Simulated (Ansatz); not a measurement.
Al₆O₁₅H₁₂, a hydroxylated oxide cluster, relaxed as a singlet with RKS PBE-D4/def2-SVP in Ansatz, starting from the GFN2-xTB geometry. Force threshold 0.03 eV/Å.

Start:

```xyz
33

Al    1.259   -0.758   -0.645
Al   -0.899    0.881    1.074
Al   -0.828    0.745   -2.296
Al    0.920   -0.661    2.213
Al   -0.938   -2.320    1.140
Al    1.263    2.307   -0.671
O     2.099   -2.153   -0.936
O     0.251   -0.638   -2.191
O     2.527   -1.031    2.111
O    -0.531   -3.715    0.359
O    -2.541   -1.970    1.371
O     0.052   -2.161    2.707
O    -0.037   -0.869    0.546
O    -1.615    0.768   -0.758
O    -1.722    0.797   -3.666
O    -0.062    2.439    0.510
O     0.244    2.156   -2.192
O     1.932    0.776   -0.511
O     2.074    3.733   -0.804
O    -2.511    1.080    1.567
O     0.089    0.749    2.527
H     2.683   -2.790   -0.558
H     0.375   -1.346   -2.818
H     3.348   -0.709    1.770
H     0.058   -4.211   -0.185
H    -3.091   -1.228    1.580
H     0.101   -2.725    3.474
H    -2.547    0.810   -0.554
H    -2.353    0.726   -4.359
H     0.101    2.971    1.287
H     0.247    2.880   -2.813
H     2.821    4.303   -0.753
H    -2.769    1.167    2.473
```

```json
{"step": "1", "energy (eV)": "-70426.4789", "largest force component (eV/Å)": "1.402", "SCF passes": "21"}
{"step": "2", "energy (eV)": "-70427.2643", "largest force component (eV/Å)": "0.984", "SCF passes": "20"}
{"step": "3", "energy (eV)": "-70427.6376", "largest force component (eV/Å)": "0.491", "SCF passes": "19"}
{"step": "4", "energy (eV)": "-70427.8362", "largest force component (eV/Å)": "0.475", "SCF passes": "20"}
{"step": "5", "energy (eV)": "-70427.9549", "largest force component (eV/Å)": "0.784", "SCF passes": "20"}
{"step": "6", "energy (eV)": "-70428.0898", "largest force component (eV/Å)": "0.341", "SCF passes": "19"}
{"step": "7", "energy (eV)": "-70428.1673", "largest force component (eV/Å)": "0.417", "SCF passes": "20"}
{"step": "8", "energy (eV)": "-70428.2149", "largest force component (eV/Å)": "0.229", "SCF passes": "19"}
{"step": "9", "energy (eV)": "-70428.2389", "largest force component (eV/Å)": "0.399", "SCF passes": "19"}
{"step": "10", "energy (eV)": "-70428.2609", "largest force component (eV/Å)": "0.405", "SCF passes": "19"}
{"step": "11", "energy (eV)": "-70428.2870", "largest force component (eV/Å)": "0.759", "SCF passes": "18"}
{"step": "13", "energy (eV)": "-70428.3769", "largest force component (eV/Å)": "0.711", "SCF passes": "20"}
{"step": "15", "energy (eV)": "-70428.4142", "largest force component (eV/Å)": "0.104", "SCF passes": "20"}
{"step": "17", "energy (eV)": "-70428.4241", "largest force component (eV/Å)": "0.213", "SCF passes": "19"}
{"step": "19", "energy (eV)": "-70428.4345", "largest force component (eV/Å)": "0.122", "SCF passes": "20"}
{"step": "21 (rejected)", "energy (eV)": "-70428.4322", "largest force component (eV/Å)": "0.274", "SCF passes": "19"}
{"step": "23", "energy (eV)": "-70428.4422", "largest force component (eV/Å)": "0.120", "SCF passes": "21"}
{"step": "25 (rejected)", "energy (eV)": "-70428.4233", "largest force component (eV/Å)": "0.630", "SCF passes": "20"}
{"step": "27", "energy (eV)": "-70428.4473", "largest force component (eV/Å)": "0.215", "SCF passes": "20"}
{"step": "29 (rejected)", "energy (eV)": "-70428.4476", "largest force component (eV/Å)": "0.183", "SCF passes": "20"}
{"step": "31 (rejected)", "energy (eV)": "-70428.4517", "largest force component (eV/Å)": "0.200", "SCF passes": "19"}
{"step": "33 (rejected)", "energy (eV)": "-70428.4529", "largest force component (eV/Å)": "0.154", "SCF passes": "21"}
{"step": "35", "energy (eV)": "-70428.4538", "largest force component (eV/Å)": "0.016", "SCF passes": "21"}
```

Force components are those of the run's own axes.

End:

```tsv
atom	x (Å)	y (Å)	z (Å)
Al1	1.4349	-0.7207	-0.7473
Al2	-0.8214	0.9854	1.2112
Al3	-0.9870	0.5929	-2.2308
Al4	0.8578	-0.7613	2.3704
Al5	-0.9780	-2.1397	0.6895
Al6	1.3572	2.3441	-0.8713
O7	2.1949	-2.2849	-0.6012
O8	0.1320	-0.8446	-2.0940
O9	2.5219	-1.2514	2.3835
O10	-0.4866	-3.0707	-0.7191
O11	-2.6487	-1.7722	0.8208
O12	-0.1214	-2.3667	2.3460
O13	0.1529	-0.6437	0.6145
O14	-1.6549	0.8808	-0.5890
O15	-2.1532	0.6357	-3.4831
O16	0.1908	2.4461	0.5823
O17	0.1596	2.0377	-2.2805
O18	2.1749	0.8261	-0.7926
O19	2.0939	3.8940	-1.0058
O20	-2.5223	0.9208	1.7479
O21	0.0852	0.7265	2.7685
H22	2.7221	-2.3774	0.2164
H23	-0.2923	-1.7403	-1.8487
H24	3.2095	-0.5891	2.5615
H25	0.4830	-3.2681	-0.7169
H26	-2.8613	-0.9174	1.2687
H27	-0.3359	-2.9841	3.0632
H28	-2.6063	0.7761	-0.3873
H29	-2.1576	0.0514	-4.2554
H30	0.6404	2.8265	1.3641
H31	-0.1724	2.8172	-2.7629
H32	2.9990	3.9916	-1.3378
H33	-2.6104	0.9796	2.7149
```

By distances, no bond broke or formed. The bond that changes most is Al5–O10, from 1.65 to 1.76 Å (atoms count from 1). A close non-bonded pair moves further: O10–H23, from 4.07 to 1.76 Å.

The force fell under the threshold at step 26, but the optimiser went on and released 0.007 eV more. No frequencies were taken in this run, so the end may be a saddle point.

It took 2.7 min on 2 threads of AMD EPYC 7R13 on a shared host and a share (18 GiB) of an NVIDIA H100 80GB HBM3, peak host memory 1 GiB.
